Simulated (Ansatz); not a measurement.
Consider the isomerisation: `C/C([SiH3])=C\O` → `C/C=C(\O)[SiH3]`.

Calculated with Ansatz (gas phase, PBE0-D4/def2-TZVP geometries, no zero-point term in ΔE). CBS: MP2 limit from def2 TZ/QZ plus the TZ coupled-cluster correction, frozen cores. Double bonds are as drawn, so ΔE can hold a change between cis and trans. DFT in def2-TZVPP. B3LYP here is the variant with VWN-RPA as its local correlation; programs differ in this. Each species was taken in one conformer, which may not be the lowest.

`C/C([SiH3])=C\O`:

Cartesian coordinates in Å:
```
C -0.940 -1.126 0.534
C -0.027 -0.047 0.027
Si -0.621 1.146 -1.257
C 1.222 0.093 0.473
O 1.764 -0.723 1.414
H -0.448 -1.756 1.275
H -1.283 -1.766 -0.284
H -1.836 -0.697 0.994
H -1.034 0.439 -2.502
H 0.467 2.107 -1.585
H -1.810 1.907 -0.780
H 1.879 0.877 0.102
H 2.668 -0.453 1.589
```

`C/C=C(\O)[SiH3]`:

```xyz
13

C     0.785   -1.163    1.648
C    -0.148   -0.645    0.609
C     0.132    0.322   -0.269
O     1.378    0.903   -0.254
Si   -1.122    0.861   -1.544
H     1.008   -2.222    1.480
H     0.338   -1.089    2.645
H     1.725   -0.612    1.649
H    -1.136   -1.089    0.552
H     1.394    1.666   -0.835
H    -0.649    0.539   -2.919
H    -1.288    2.342   -1.483
H    -2.416    0.188   -1.279
```

Task: Is it downhill or uphill in electronic energy at CCSD(T)/CBS, and by how much? (An estimate is asked.)

Result: The calculation gave: Uphill: ΔE = +12.2 kJ/mol.

Task: What do these levels give: ωB97X-V, PBE0, B3LYP, CCSD/def2-TZVPP, MP2/def2-QZVPP, CCSD/CBS(def2)? (Best estimate.)

Result: The calculation gave: ωB97X-V 12.6, PBE0 12.5, B3LYP 10.6, CCSD/def2-TZVPP 12.9, MP2/def2-QZVPP 14.9, CCSD/CBS(def2) 12.3 kJ/mol.

Largest T1 diagnostic among the species: 0.012.
